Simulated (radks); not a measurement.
Values are calculated unless marked as measured or tabulated.
Species: neutral chlorine. Configuration: [Ne] 3s2 3p5.

Code: a radial shooting solver on a logarithmic mesh with Libxc functionals. Model: non-relativistic Kohn-Sham, r2SCAN, spin-polarised, spherical densities, point nucleus; open shells are filled with parallel spins first; meta-GGA in the generalised Kohn-Sham scheme.

Energy parts (eV):
| part | energy |
|---|---|
| total | -12520.468 |
| kinetic | 12505.457 |
| electron-nucleus | -29784.619 |
| Hartree | 5524.474 |
| exchange-correlation | -765.780 |

Orbitals (lengths in bohr, moments of r in powers of bohr; r(90%) holds 90 % of the orbital's charge):
\begin{tabular}{lrrr}
orbital & occ. & eigenvalue (eV) & r(90%) \\ \hline
1s up & 1 & -2754.928 & 0.163 \\
1s down & 1 & -2754.697 & 0.163 \\
2s up & 1 & -256.2024 & 0.694 \\
2s down & 1 & -256.0890 & 0.694 \\
2p up & 3 & -194.7251 & 0.674 \\
2p down & 3 & -194.4781 & 0.675 \\
3s up & 1 & -22.0326 & 2.35 \\
3s down & 1 & -20.7404 & 2.37 \\
3p up & 3 & -9.4653 & 2.87 \\
3p down & 2 & -8.3022 & 2.95 \\
\end{tabular}

The highest occupied level is 3p down at -8.302 eV. The spin density at the nucleus is 0.1250 e/bohr^3 (1s -0.1558, 2s 0.1588, 3s 0.1220), a Fermi contact field of 6.56 T. The density falls to 0.001 e/bohr^3 at r = 3.88 bohr. Spin moment in Bohr magnetons: 1. Virial ratio -V/T = 2.00120. Summed over all electrons, <r^2> = 27.55 bohr^2, which gives a Langevin (diamagnetic) susceptibility term of -21.8 x 10^-6 cm^3/mol.

Run on one thread of a shared host, so times are rough (Arm Neoverse V2): 0.08 s of CPU time, 0.08 s wall, 11 iterations on 2597 mesh points.
